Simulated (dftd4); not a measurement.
C$_{4}$H$_{7}$O, doublet, geometry from GFN2-xTB; D4 for bp86 in dftd4.

The dftd4 input:
```
$ dftd4 mol.xyz --func bp86 --charge 0 --json dftd4.json --noedisp

# file mol.xyz
12

C     -1.98606156     0.38777513    -0.02319402
C     -0.63409118     0.43769205     0.54985105
C      0.48260492    -0.15837745    -0.10825148
C      1.81371040    -0.02607270     0.60358398
O      0.37954257    -0.74434792    -1.18547737
H     -1.96593829    -0.14902495    -0.96898695
H     -2.37617628     1.39690193    -0.18006052
H     -2.67898810    -0.10345583     0.66504900
H     -0.48396581     0.93925237     1.49408330
H      1.75744172    -0.48877297     1.58687357
H      2.59133250    -0.51130391     0.02076336
H      2.06297815     1.02508457     0.73416001
```

Output, abridged:

```
                    ____  _____ _____     ____  _  _
      -------------|  _ \|  ___|_   _|---|  _ \| || |------------
     |             | | | | |_    | | ___ | | | | || |_           |
     |             | |_| |  _|   | ||___|| |_| |__   _|          |
     |             |____/|_|     |_|     |____/   |_|            |
     |             ===================================           |
     |            E. Caldeweyher, S. Ehlert & S. Grimme          |
     |          Mulliken Center for Theoretical Chemistry        |
     |                    University of Bonn                     |
      -----------------------------------------------------------

Rational (Becke-Johnson) damping: bp86-D4-ATM
---------------------
  s6         1.0000
  s8         3.3550
  s9         1.0000
  a1         0.4365
  a2         4.9241
 alp        16.0000
--------------------

Dispersion energy:      -9.6472895165976E-03 Eh

[Info] JSON dump of results written to 'dftd4.json'
```
